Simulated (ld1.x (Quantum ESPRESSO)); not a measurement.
# Configuration tests for As (Z = 33) (TM)

- Element: As
- Generator: ld1.x (Quantum ESPRESSO) 7.5
- Type: norm-conserving Troullier–Martins (Kleinman–Bylander form)
- Functional: PBE
- Relativity: scalar-relativistic
- Frozen core: [Ar] 3d10
- Valence charge: 5
- Reference configuration: 4s1 4p4
- Partial waves: 4p (bound): rc 1.55 bohr; 4s (bound): rc 1.35 bohr
- Local potential: the s channel
- Core correction: Bessel-smoothed model core inside 1.00 bohr

Energies are relative to the spin-unpolarised reference configuration 4s1 4p4; without spin polarisation the order of configurations can differ from experiment.

Question: Give the all-electron excitation energy and the error of the potential for: 4s2 4p3; 4s2 4p2; 4s2 4p1; 4s0 4p5; 4s2 4p0; 4s2 4p3.3; 4s1 4p0.

Answer:

```json
{"valence configuration": "4s2 4p3", "charge": "0", "ΔE all-electron (eV)": "-9.417", "error AE − PS (meV)": "-7.6"}
{"valence configuration": "4s2 4p2", "charge": "+1", "ΔE all-electron (eV)": "-0.268", "error AE − PS (meV)": "-5.1"}
{"valence configuration": "4s2 4p1", "charge": "+2", "ΔE all-electron (eV)": "17.650", "error AE − PS (meV)": "-13"}
{"valence configuration": "4s0 4p5", "charge": "0", "ΔE all-electron (eV)": "9.639", "error AE − PS (meV)": "-10"}
{"valence configuration": "4s2 4p0", "charge": "+3", "ΔE all-electron (eV)": "45.353", "error AE − PS (meV)": "-54"}
{"valence configuration": "4s2 4p3.3", "charge": "-0.3", "ΔE all-electron (eV)": "-10.651", "error AE − PS (meV)": "-8.3"}
{"valence configuration": "4s1 4p0", "charge": "+4", "ΔE all-electron (eV)": "96.000", "error AE − PS (meV)": "-256"}
```

Note: ghost state, extra bound levels that the all-electron valence spectrum of the same l lacks: p at -7386.5 eV. A true bound ghost makes a file unfit for plane-wave use.
